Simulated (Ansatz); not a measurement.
`O[SiH](F)F` + H₂Te → `O[SiH](F)[TeH]` + H–F at 600 K and 1 bar (ligand exchange at the Si–F bond).

Calculated with Ansatz (gas phase, PBE0-D4/def2-TZVP geometries, no zero-point term in ΔE). CCSD(T)/CBS adds triple-zeta CCSD(T) − MP2 to the extrapolated MP2 energy (def2 sets, frozen cores). This one scheme is used for every species. Elements past krypton have def2 core potentials. For Te outer-core shells are correlated without core-valence functions, which leaves a few kJ/mol of doubt a bond. Each species was taken in one conformer, which may not be the lowest.

```
         species  CCSD(T)/CBS energy (Eh)  H − E (kJ/mol)  S (J/(mol·K))
    `O[SiH](F)F`               -565.23707           118.9          358.9
            H₂Te               -268.91024            52.9          255.0
`O[SiH](F)[TeH]`               -733.71271           140.1          420.5
             H–F               -100.39570            42.3          194.0
```

H − E and S are ideal-gas, rigid-rotor, harmonic terms from PBE0-D4/def2-TZVP, for one conformer and one mirror image of each species. 1 Eh = 2625.50 kJ/mol, R = 8.31446 J/(mol·K).

Problem. By hand: ΔE, ΔH, ΔS and ΔG.

Solution. ΔE = (-733.71271) + (-100.39570) − (-565.23707) − (-268.91024) = 0.03890 Eh = 102.1 kJ/mol. Δ(H − E) = 140.1 + 42.3 − 118.9 − 52.9 = 10.6, so ΔH = 112.7 kJ/mol. ΔS = 420.5 + 194.0 − 358.9 − 255.0 = 0.6 J/(mol·K). ΔG = 112.7 − 600 × (0.6)/1000 = 112.3 kJ/mol.

Problem. By hand: the equilibrium constant, and the temperature at which ΔG would vanish if ΔH and ΔS stayed fixed.

Solution. log₁₀ K = −ΔG/(RT ln 10) = -9.8. ΔG = 0 at ΔH/ΔS = 187833 K, far beyond where these terms or the molecules hold.

The number of gas molecules stays the same, so ΔS is small and ΔH decides. A doubt of 5 kJ/mol in ΔE shifts log₁₀ K by 0.4 here. Other conformers and mirror images would add mixing entropy, several J/(mol·K) or more a flexible species. These are equilibria of isolated gas molecules and say nothing of rates. Largest T1 diagnostic: 0.012 (customary marks: 0.02 for closed shells, 0.045 for open ones).
